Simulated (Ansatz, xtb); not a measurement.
## AlF2HNSi: where a starting geometry ends

The starting geometry of this gas-phase doublet was built from a drawn formula by distance geometry and a force field; its bonds are those of `[N]=[SiH][Al]([F])[F]`.

```yaml
atoms:
  - { symbol: Al, position_ang: [0.3764, -2.3993, 1.9966] }
  - { symbol: F, position_ang: [1.4507, -3.7395, 2.4286] }
  - { symbol: F, position_ang: [0.1427, -1.9085, 0.2665] }
  - { symbol: N, position_ang: [-1.7544, -0.0060, 3.3398] }
  - { symbol: Si, position_ang: [-0.7665, -1.1675, 3.6720] }
  - { symbol: H, position_ang: [-0.5665, -1.5724, 5.0853] }
```

Problem. Predict what becomes of its bonds when it is optimised with r2SCAN-D4/def2-SVP.

Solution. It keeps its bonds, and is `[N]=[SiH][Al]([F])[F]`.

The energy falls by 0.74 eV over 10 steps:

```
step  E − E(last) (eV)
   1             0.738
   2             0.192
   3             0.079
   4             0.016
   5             0.005
   6             0.002
   7             0.001
   8             0.000
   9             0.000
  10             0.000
```

Final geometry (Å):

| atom | x (Å) | y (Å) | z (Å) |
| --- | --- | --- | --- |
| Al | 0.3890 | -2.4005 | 1.9610 |
| F | 1.4109 | -3.6572 | 2.3062 |
| F | 0.1636 | -1.9667 | 0.3819 |
| N | -1.7340 | 0.0229 | 3.2329 |
| Si | -0.7497 | -1.2230 | 3.7295 |
| H | -0.5974 | -1.5686 | 5.1773 |

From the same start GFN2-xTB ends elsewhere, at `[H]/[Si]=[N]/[Al]([F])[F]`.

The end wasn't checked by frequencies. Open shells are spin-unrestricted. Run with Ansatz 0.2.0, 59 s on 2 threads of Arm Neoverse V1, with other jobs on the host.
